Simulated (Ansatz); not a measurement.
W₂Cl₄⁻, 6 atoms. Hardware: 4 threads of Intel Xeon 6975P-C on a shared host.

In the def2 sets W takes a core potential; there is no spin–orbit coupling. Correlated methods freeze 20 core orbitals; core or outer-core shells of W are correlated, in sets that lack core-valence functions.

Question: How many basis functions does each of these Ansatz runs have, and roughly what does it cost? BLYP-D4/def2-TZVPD, charge -1 doublet, energy, from earlier orbitals; RPA@PBE/def2-TZVPD, charge -1 doublet, energy, from earlier orbitals; PBE-D4/def2-SVP, charge -1 doublet, energy with a search over starts; MP2/def2-TZVPD, charge -1 doublet, energy, from earlier orbitals; CAM-B3LYP-D4/def2-TZVPD, charge -1 doublet, energy, from earlier orbitals; PBE-D4/def2-TZVPD, charge -1 doublet, energy and forces, from earlier orbitals; PBE-D4/def2-SVPD, charge -1 doublet, relaxation, 14 steps; PBE0-D4/def2-TZVPD, charge -1 doublet, energy, from earlier orbitals; revPBE-D4/def2-TZVPD, charge -1 doublet, energy, from earlier orbitals; r2SCAN-D4/def2-TZVPD, charge -1 doublet, energy, from earlier orbitals.

Answer: Other jobs shared the machine, so times can vary by a factor of up to 3. A dash marks memory too small to be measured apart from the calling script's.

```csv
run,functions,fitting or Cholesky vectors,wall time,peak host memory (GiB)
"BLYP-D4/def2-TZVPD, charge -1 doublet, energy, from earlier orbitals",270,1812,7.5 s,0.65
"PBE-D4/def2-SVP, charge -1 doublet, energy with a search over starts",136,1394,9 s,–
"PBE-D4/def2-TZVPD, charge -1 doublet, energy and forces, from earlier orbitals",270,1812,14 s,1.2
"MP2/def2-TZVPD, charge -1 doublet, energy, from earlier orbitals",270,1826,15 s,1.2
"RPA@PBE/def2-TZVPD, charge -1 doublet, energy, from earlier orbitals",270,1826,17 s,1.1
"CAM-B3LYP-D4/def2-TZVPD, charge -1 doublet, energy, from earlier orbitals",270,1826,26 s,1.7
"r2SCAN-D4/def2-TZVPD, charge -1 doublet, energy, from earlier orbitals",270,1812,31 s,1.3
"revPBE-D4/def2-TZVPD, charge -1 doublet, energy, from earlier orbitals",270,1812,39 s,1.1
"PBE-D4/def2-SVPD, charge -1 doublet, relaxation, 14 steps",178,1736,47 s,–
"PBE0-D4/def2-TZVPD, charge -1 doublet, energy, from earlier orbitals",270,2064,91 s,1.5
```
